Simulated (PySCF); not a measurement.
**Ho (holmium, neutral): UHF calculation**

Configuration: [Xe] 4f10 6s2 6p1, one real determinant (an excited configuration). All numbers are calculated (PySCF 2.14, scalar relativity by spin-free X2C-1e, in cc-pVDZ-X2C).

```
Total energy                                                  : -12611.278647 hartree
One-electron energy                                           : -17267.3043 hartree
Hartree (Coulomb) energy                                      : 4925.9215 hartree
Exchange energy                                               : -269.8959 hartree
⟨S²⟩                                                          : 9.1474
⟨L²⟩                                                          : 37.353
Sum of ⟨r⟩                                                    : 46.43 bohr
Sum of ⟨r²⟩                                                   : 93.22 bohr²
Traceless quadrupole moment −½Σ⟨3z² − r²⟩ along its main axis : -12.0 e·bohr²
Langevin diamagnetic susceptibility                           : -73.8 ×10⁻⁶ cm³/mol
```

```json
{"shell": "1s α", "electrons": "1", "mean orbital energy (eV)": "-55902.4", "spread (eV)": "0", "rms radius, mean of both spins (bohr)": "0.0236"}
{"shell": "1s β", "electrons": "1", "mean orbital energy (eV)": "-55902.3", "spread (eV)": "0", "rms radius, mean of both spins (bohr)": "0.0236"}
{"shell": "2s α", "electrons": "1", "mean orbital energy (eV)": "-9485.5", "spread (eV)": "0", "rms radius, mean of both spins (bohr)": "0.0952"}
{"shell": "2s β", "electrons": "1", "mean orbital energy (eV)": "-9485.4", "spread (eV)": "0", "rms radius, mean of both spins (bohr)": "0.0952"}
{"shell": "2p α", "electrons": "3", "mean orbital energy (eV)": "-8415.6", "spread (eV)": "0.076", "rms radius, mean of both spins (bohr)": "0.0859"}
{"shell": "2p β", "electrons": "3", "mean orbital energy (eV)": "-8415.4", "spread (eV)": "0.062", "rms radius, mean of both spins (bohr)": "0.0859"}
{"shell": "3s α", "electrons": "1", "mean orbital energy (eV)": "-2182.9", "spread (eV)": "0", "rms radius, mean of both spins (bohr)": "0.245"}
{"shell": "3s β", "electrons": "1", "mean orbital energy (eV)": "-2179.7", "spread (eV)": "0", "rms radius, mean of both spins (bohr)": "0.245"}
{"shell": "3p α", "electrons": "3", "mean orbital energy (eV)": "-1848.2", "spread (eV)": "0.409", "rms radius, mean of both spins (bohr)": "0.245"}
{"shell": "3p β", "electrons": "3", "mean orbital energy (eV)": "-1844.7", "spread (eV)": "0.206", "rms radius, mean of both spins (bohr)": "0.245"}
{"shell": "3d α", "electrons": "5", "mean orbital energy (eV)": "-1414.2", "spread (eV)": "0.500", "rms radius, mean of both spins (bohr)": "0.225"}
{"shell": "3d β", "electrons": "5", "mean orbital energy (eV)": "-1410.4", "spread (eV)": "0.595", "rms radius, mean of both spins (bohr)": "0.225"}
{"shell": "4s α", "electrons": "1", "mean orbital energy (eV)": "-469.64", "spread (eV)": "0", "rms radius, mean of both spins (bohr)": "0.551"}
{"shell": "4s β", "electrons": "1", "mean orbital energy (eV)": "-461.95", "spread (eV)": "0", "rms radius, mean of both spins (bohr)": "0.551"}
{"shell": "4p α", "electrons": "3", "mean orbital energy (eV)": "-356.75", "spread (eV)": "0.658", "rms radius, mean of both spins (bohr)": "0.586"}
{"shell": "4p β", "electrons": "3", "mean orbital energy (eV)": "-348.28", "spread (eV)": "0.156", "rms radius, mean of both spins (bohr)": "0.586"}
{"shell": "4d α", "electrons": "5", "mean orbital energy (eV)": "-199.99", "spread (eV)": "1.025", "rms radius, mean of both spins (bohr)": "0.643"}
{"shell": "4d β", "electrons": "5", "mean orbital energy (eV)": "-189.09", "spread (eV)": "2.067", "rms radius, mean of both spins (bohr)": "0.643"}
{"shell": "5s α", "electrons": "1", "mean orbital energy (eV)": "-70.839", "spread (eV)": "0", "rms radius, mean of both spins (bohr)": "1.35"}
{"shell": "5s β", "electrons": "1", "mean orbital energy (eV)": "-68.233", "spread (eV)": "0", "rms radius, mean of both spins (bohr)": "1.35"}
{"shell": "5p α", "electrons": "3", "mean orbital energy (eV)": "-40.198", "spread (eV)": "0.271", "rms radius, mean of both spins (bohr)": "1.58"}
{"shell": "5p β", "electrons": "3", "mean orbital energy (eV)": "-38.227", "spread (eV)": "0.353", "rms radius, mean of both spins (bohr)": "1.58"}
{"shell": "4f α", "electrons": "7", "mean orbital energy (eV)": "-26.745", "spread (eV)": "1.391", "rms radius, mean of both spins (bohr)": "0.869"}
{"shell": "4f β", "electrons": "3", "mean orbital energy (eV)": "-22.335", "spread (eV)": "0.270", "rms radius, mean of both spins (bohr)": "0.869"}
{"shell": "6s α", "electrons": "1", "mean orbital energy (eV)": "-8.130", "spread (eV)": "0", "rms radius, mean of both spins (bohr)": "4.01"}
{"shell": "6s β", "electrons": "1", "mean orbital energy (eV)": "-6.969", "spread (eV)": "0", "rms radius, mean of both spins (bohr)": "4.01"}
{"shell": "6p α", "electrons": "1", "mean orbital energy (eV)": "-4.605", "spread (eV)": "0", "rms radius, mean of both spins (bohr)": "5.19"}
```

⟨L²⟩ = 37.35 against 56 for a pure K term, so this real determinant mixes terms. Spin-orbit coupling, absent here, splits the open shell strongly. ⟨S²⟩ = 9.15 against 8.75 shows spin contamination.

Densities and radii are taken from the X2C orbitals without a picture-change correction, which distorts them close to the nucleus.

Spin-orbit constants ζ (cm⁻¹) from the X2C one-electron operator on these orbitals: bare nucleus, nucleus screened by l(l+1)(2l+1)/3 electrons, and screened by the Breit-Pauli mean field of the electrons.

```
shell     bare  screened nucleus  mean field
   2p  4410000           4278000         n/a
   3p   930300            902500         n/a
   3d   145600            123900         n/a
   4p   204900            198800         n/a
   4d    27150             23100         n/a
   4f     4166              2425         n/a
   5p    26930             26120         n/a
   6p     1710              1659         n/a
```

To first order the Landé constant is A = -368.3 cm⁻¹, so the lowest level has J = 19/2 and lies 0.799 eV below the centre of the term. This holds in LS coupling only.
